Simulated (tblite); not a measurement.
Problem. What does the GFN2-xTB structure of `C=C(C)[C@@H]1C[C@H]1C(=O)O` look like in three dimensions?

Solution. 
```
atom  x, y, z in Å
C1    -1.997    0.328    1.064
C2    -1.364    0.062   -0.070
C3    -2.005    0.266   -1.410
C4     0.024   -0.455   -0.129
C5     0.587   -1.357    0.920
C6     1.076    0.064    0.845
C7     2.428    0.306    0.308
O8     2.982   -0.355   -0.532
O9     3.001    1.387    0.867
H10   -3.006    0.702    1.068
H11   -1.544    0.188    2.031
H12   -3.015    0.651   -1.306
H13   -2.042   -0.676   -1.955
H14   -1.419    0.970   -2.001
H15    0.396   -0.621   -1.133
H16    1.278   -2.123    0.603
H17   -0.036   -1.626    1.758
H18    0.765    0.771    1.601
H19    3.884    1.526    0.492
```

Any rigid rotation of these coordinates is as good. Atoms count from 1 in this order. The 3-membered ring C4–C5–C6 has internal angles of 59.0° to 61.1°. The 2 C–O bonds span 1.205 Å (C7=O8, drawn double) to 1.345 Å (C7–O9, drawn single), a spread of 0.140 Å. Of the pairs four or more bonds apart, O8···H15 is among the closest relative to their van der Waals radii: 2.67 Å, 98 % of the sum of Bondi's values. The C–C distances run from 1.326 Å (C1=C2, drawn double) to 1.524 Å (C4–C6, drawn single), a spread of 0.198 Å.

Bonds between heavy atoms (Å): C1=C2 1.326, C2–C3 1.499, C2–C4 1.482, C4–C5 1.493, C5–C6 1.505, C6–C7 1.475, C7=O8 1.205, C7–O9 1.345, C4–C6 1.524.

The geometry is computed with GFN2-xTB (gas phase).

Point group: C1 (no symmetry element, even within 0.4 Å). Its GFN2-xTB frequencies are all real (lowest 44 cm⁻¹). The numbers are those of one conformer (C1–C2–C4–C5 32°, C5–C6–C7–O8 31°, C6–C7–O9–H 180°).

The run took 1.5 s of wall time on one thread of an Arm Neoverse V1, no GPU, shared host with 32 logical CPUs at a one-minute load of 21. This is the geometry optimisation.
